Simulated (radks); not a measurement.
The numbers below are computed, except where a source is named.
Question: Cu, 29 electrons, occupied as [Ar] 3d10 4s1. Code: a radial shooting solver on a logarithmic mesh with Libxc functionals. Model: scalar-relativistic Kohn-Sham, exchange-only LDA, spin-polarised, spherical densities, finite nucleus; open shells are filled with parallel spins first; Fermi nuclear charge, rms radius 3.8823 fm. Some entries of the table are withheld. Estimate them.

orbital,occ.,eigenvalue (eV),<r> (bohr),r(max) (bohr)
1s up,1,-8831.081,0.05221,0.03417
1s down,1,-8831.049,0.05221,0.03417
2s down,1,-1058.882,0.2357,0.1970
2s up,1,-1058.801,0.2357,0.1970
2p down,3,-914.8605,0.2067,0.1582
2p up,3,-914.8041,0.2067,0.1582
3s down,1,-112.8552,0.7131,0.6138
3s up,1,-112.7412,0.7136,0.6139
3p down,3,-70.7301,0.7498,0.6191
3p up,3,-70.6421,0.7510,0.6193
4s up,1,-4.4864,2.950,2.296
3d up,5,-4.1226,1.081,(1)
3d down,5,-3.9404,1.032,(2)
4s down,0,-3.0474,2.993,2.246

Answer: 
(1) 3d up r(max) (bohr): 0.6006
(2) 3d down r(max) (bohr): 0.5988
